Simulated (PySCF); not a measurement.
**Electron correlation in Ar (argon, neutral)**

[Ar], closed-shell 1S. Calculation: PySCF 2.14, in cc-pV(D+d)Z (4s3p2d, 23 functions); no relativity, point nucleus. Frozen: [Ne]; 8 electrons correlated.

MP2 pair energies summed by pair of shells (mhartree):

```
 pair   energy  share (%)
3p-3p  -116.02       80.2
3s-3p   -22.04       15.2
3s-3s    -6.65        4.6
```

Total MP2 correlation energy: -144.70 mhartree.

Same-spin part -39.87 and opposite-spin part -104.84 mhartree; SCS-MP2 scales them by 1/3 and 6/5 to -139.09 mhartree.

| level | correlation energy (mhartree) |
| --- | --- |
| CCSD | -158.08 |
| (T) | -1.59 |
| CCSD(T) | -159.67 |

Diagnostics: T1 = 0.0014, D1 = 0.0020, largest double amplitude 0.046.

Question: Is a single reference adequate?

Answer: Yes: T1 lies below 0.03 and no double amplitude reaches 0.07.
